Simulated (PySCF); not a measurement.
# Nb (niobium, neutral): UHF calculation

Configuration: [Kr] 4d4 5s1, high-spin 6D determinant. All numbers are calculated (PySCF 2.14, a scalar-relativistic core potential, in aug-cc-pVDZ-PP with ECP28MDF (5s5p4d2f, 54 functions)).

```
Total energy                                                  : -56.147420 hartree
One-electron energy                                           : -96.1365 hartree
Hartree (Coulomb) energy                                      : 46.3788 hartree
Exchange energy                                               : -6.3898 hartree
⟨S²⟩                                                          : 8.7541
⟨L²⟩                                                          : 6.022
Sum of ⟨r⟩                                                    : 22.69 bohr
Sum of ⟨r²⟩                                                   : 54.06 bohr²
Traceless quadrupole moment −½Σ⟨3z² − r²⟩ along its main axis : -1.44 e·bohr²
```

```csv
shell,electrons,mean orbital energy (eV),spread (eV),"rms radius, mean of both spins (bohr)"
4s α,1,-74.348,0,1.25
4s β,1,-69.835,0,1.25
4p α,3,-45.960,0.690,1.41
4p β,3,-39.945,1.192,1.41
4d α,4,-7.889,1.079,2.35
5s α,1,-6.237,0,4.11
```

Energies and moments cover only the electrons outside the core potential.
